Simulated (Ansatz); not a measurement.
**Group exchange: C2H7NSn + W(CH3)(OH)O2 → Sn(CH3)(NH2) + C2H6O3W**

Gas-phase species: C2H7NSn `C[CH2][Sn][NH2]`, singlet; W(CH3)(OH)O2, singlet; Sn(CH3)(NH2), singlet; C2H6O3W `C[O][W]([CH3])(=[O])=[O]`, singlet. The partners trade CH3 for H: C–CH3 and O–H bonds give way to C–H and O–CH3.

Shapes, held fixed at every level: PBE0-D4/def2-TZVP. Flexible molecules stand in one conformer, not always the lowest. Programs: Ansatz 0.2.0. The zero-point and thermal change to 298 K, harmonic and unscaled (PBE0-D4/def2-TZVP), is +0.1 kJ/mol.

```json
{"level": "HF/def2-TZVPP", "kind": "Hartree–Fock", "ΔH(298 K) (kJ/mol)": "+15.9"}
{"level": "PBE-D4/def2-TZVPP", "kind": "GGA", "ΔH(298 K) (kJ/mol)": "+28.8"}
{"level": "wB97M-V/def2-TZVPP", "kind": "range-separated hybrid", "ΔH(298 K) (kJ/mol)": "+29.7"}
{"level": "MP2/def2-SVP", "kind": "perturbation theory", "ΔH(298 K) (kJ/mol)": "+26.1"}
{"level": "CCSD(T)/def2-SVP", "kind": "coupled cluster or CI", "ΔH(298 K) (kJ/mol)": "+21.5"}
{"level": "CCSD/def2-SVP", "kind": "coupled cluster or CI", "ΔH(298 K) (kJ/mol)": "+21.6"}
{"level": "MP2/def2-TZVPP", "kind": "perturbation theory", "ΔH(298 K) (kJ/mol)": "+33.1"}
```

MP2/def2-TZVPP gives ΔH(298 K) = +33.1 kJ/mol; the levels span +15.9 to +33.1. The median of the levels is +26.1. No measured value is set beside it here. For atoms past krypton def2 sets carry core potentials with scalar relativity. Outer-core shells of Sn, W are correlated, in sets that cover them unevenly. MP2/def2-TZVPP lies outside the range of the other correlated levels here, so it shouldn't be taken on trust.
